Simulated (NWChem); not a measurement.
Molecule: GeHCl₃; SMILES [Cl][GeH]([Cl])[Cl]

Results from NWChem. The geometry was optimised at PBE0/def2-SVP. B3LYP is NWChem's, with the RPA form of VWN correlation. Field at 589 nm.

For level B3LYP/aug-cc-pVDZ:

```
Item                              Value
--------------------------------  -----
isotropic polarisability (bohr³)   73.3
anisotropy (bohr³)                 17.3
```

Question: How do the values read with level B3LYP/def2-SVP instead?

Answer: 
| Item | Value |
|---|---|
| isotropic polarisability (bohr³) | 52.4 |
| anisotropy (bohr³) | 14.4 |
